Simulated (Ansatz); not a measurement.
Cost and result for the atomization energy of BFHInO (5 atoms, 4 bonds).

```xyz
5

F    -1.3130   -0.2305   -0.5545
In    0.5681   -1.4469    1.8879
B    -0.1054    0.3906   -0.4805
O     0.7699    0.0288    0.4381
H     0.0803    1.2580   -1.2910
```

The species carries charge 0 and has multiplicity 1. Correlated methods include outer-core shells of In, which these sets cover unevenly. In takes the def2 core potential. The bonds changed during the relaxation, so this is another structure than the one it started from. The structure was optimised at the PBE0-D4/def2-TZVP level. Program: Ansatz. All runs use 2 threads of an AMD EPYC 9R45 on a shared host. Times are those of one run each, without the atoms' runs, and a repeat can differ threefold. Electronic energies, without spin–orbit coupling; frozen cores. CCSD(T)/CBS adds CCSD(T) − MP2 in def2-TZVPP to the MP2 limit, and its time is that of the two runs behind it. T1 = 0.016. With those shells the extrapolation isn't a true limit. B3LYP takes the VWN-RPA correlation (the form of Gaussian; ORCA's B3LYP/G).

CCSD(T)/CBS is a level of theory with its own doubt, some kJ/mol a heavy atom from the limit and from the frozen cores, so smaller differences don't rank the functionals.

| level | functions | wall time |
| --- | --- | --- |
| LDA (SPW92)/def2-TZVPP | 157 | 0.4 s |
| PBE0-D4/def2-TZVPP | 157 | 0.8 s |
| BHLYP-D4/def2-TZVPP | 157 | 0.8 s |
| CCSD(T)/def2-SVP | 73 | 1.1 s |
| B3LYP-D4/def2-TZVPP (with forces) | 157 | 1.1 s |
| r2SCAN-D4/def2-TZVPP (with forces) | 157 | 1.4 s |
| PBE-QIDH/def2-TZVPP | 157 | 1.6 s |
| ωB97X-V/def2-TZVPP | 157 | 2.1 s |
| B97M-V/def2-TZVPP | 157 | 2.4 s |
| ωB97M-V/def2-TZVPP (with forces) | 157 | 2.8 s |
| MP2/def2-QZVPP | 283 | 3.5 s |
| CCSD(T)/def2-TZVPP | 157 | 13 s |
| CCSD(T)/CBS(def2) | – | 16 s |

(1) What atomization energy does each give, and how far from CCSD(T)/CBS? (An estimate is asked.)

## Answers

(1) Ansatz gave: 
| level | atomization (kcal/mol) | difference from CCSD(T)/CBS | per bond |
| --- | --- | --- | --- |
| LDA (SPW92)/def2-TZVPP | 556.3 | 74.1 | 18.5 |
| PBE0-D4/def2-TZVPP | 477.4 | -4.8 | -1.2 |
| BHLYP-D4/def2-TZVPP | 460.5 | -21.7 | -5.4 |
| CCSD(T)/def2-SVP | 456.5 | -25.7 | -6.4 |
| B3LYP-D4/def2-TZVPP (with forces) | 480.0 | -2.2 | -0.5 |
| r2SCAN-D4/def2-TZVPP (with forces) | 483.9 | 1.7 | 0.4 |
| PBE-QIDH/def2-TZVPP | 476.0 | -6.2 | -1.6 |
| ωB97X-V/def2-TZVPP | 480.7 | -1.5 | -0.4 |
| B97M-V/def2-TZVPP | 483.0 | 0.8 | 0.2 |
| ωB97M-V/def2-TZVPP (with forces) | 481.8 | -0.4 | -0.1 |
| MP2/def2-QZVPP | 498.2 | 16.0 | 4.0 |
| CCSD(T)/def2-TZVPP | 468.3 | -13.9 | -3.5 |
| CCSD(T)/CBS(def2) | 482.2 | 0.0 | 0.0 |

In def2-TZVPP, CCSD(T) changes the Hartree–Fock value by +114.2 kcal/mol (the triples alone add +9.0 kcal/mol) and MP2 by +135.7 kcal/mol; breaking electron pairs costs correlation energy, which Hartree–Fock lacks. From r2SCAN to r2SCAN0 (25 % exact exchange), in def2-TZVPP and without D4, the atomization energy moves by −14.2 kcal/mol: exact exchange takes away binding that semilocal exchange gives to molecules. The D4 term adds +4.0 kcal/mol with B3LYP and +2.0 kcal/mol with PBE0; it sums over pairs of atoms, weighted by their polarisabilities, and B3LYP, whose exchange is more repulsive, gets the larger term.

Spin–orbit coupling would lower the free In atoms strongly, and the atomization energy with them, by more than many differences here.
